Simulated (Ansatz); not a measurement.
Compare A (`F[CH2][GeH]1[O][SiH2]1`) with its isomer B (`F[C]1([GeH3])O[SiH2]1`).

Isolated molecules relaxed with PBE0-D4/def2-TZVP in Ansatz; ΔE leaves out vibrations. CBS: MP2 limit from def2 TZ/QZ plus the TZ coupled-cluster correction, frozen cores. Functionals use def2-TZVPP. For Ge outer-core shells are correlated without core-valence functions, which leaves a few kJ/mol of doubt a bond. Scalar relativity is left out up to krypton. Each species was taken in one conformer, which may not be the lowest.

A:

Z-matrix (Å, degrees):
```
C
Ge 1 1.972
F 1 1.382 2 110.9
H 1 1.094 2 110.9 3 120.6
H 1 1.094 2 108.5 3 -119.6
Si 2 2.260 1 123.2 3 139.5
O 2 1.892 1 108.4 3 90.9
H 2 1.536 1 111.1 3 -28.7
H 6 1.484 2 122.9 1 173.8
H 6 1.485 2 122.7 1 18.5
```

B:

Z-matrix (Å, degrees):
```
C
Ge 1 1.971
O 1 1.427 2 115.2
F 1 1.374 2 111.1 3 -127.3
Si 1 1.828 2 128.7 3 71.5
H 2 1.534 1 108.7 3 -176.4
H 2 1.535 1 109.5 3 62.6
H 2 1.536 1 107.2 3 -57.3
H 5 1.478 1 123.4 2 -3.9
H 5 1.476 1 120.5 2 161.2
```

Q: Which isomer does CCSD(T)/CBS put lower? Give the gap. (Best estimate.)

A: Ansatz gave: A, by 108.0 kJ/mol.

Q: Give E(B) − E(A) in kJ/mol with HF/def2-TZVPP, PBE-D4, CCSD/def2-TZVPP, MP2/def2-TZVPP, ωB97M-V, B2PLYP, r2SCAN-D4. (An estimate is asked.)

A: The calculation gave: HF/def2-TZVPP 106.4, PBE-D4 100.2, CCSD/def2-TZVPP 104.7, MP2/def2-TZVPP 108.9, ωB97M-V 98.9, B2PLYP 107.7, r2SCAN-D4 102.5. None reverses the order clearly.

Largest T1 diagnostic: 0.015.
